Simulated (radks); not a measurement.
Effect of the nuclear size on the neon ion Ne+, [He] 2s2 2p5. Method: Dirac Kohn-Sham, BLYP, spin-unpolarised, spherical densities, finite nucleus; open shells are shared between the two j in proportion to 2j + 1; Fermi nuclear charge, rms radius 3.0055 fm; computed with a radial shooting solver on a logarithmic mesh with Libxc functionals. The rms radius is varied about that value; shifts are against it.

rms radius (fm)  total energy shift (eV)  density at nucleus (e/bohr^3)  1s1/2 shift (meV)
2.6539                         -0.000263                          651.3             -0.108
2.741                          -0.000201                          651.2             -0.082
3.0055                                 0                          650.8              0.000
3.1888                          0.000150                          650.5              0.061
3.6156                          0.000534                          649.9              0.218

Slopes of the eigenvalues against <r^2> in GHz/fm^2, as finite differences over the two radii next to the reference (eigenvalue slopes, not the field-shift constants of lines): 1s1/2 13.1.
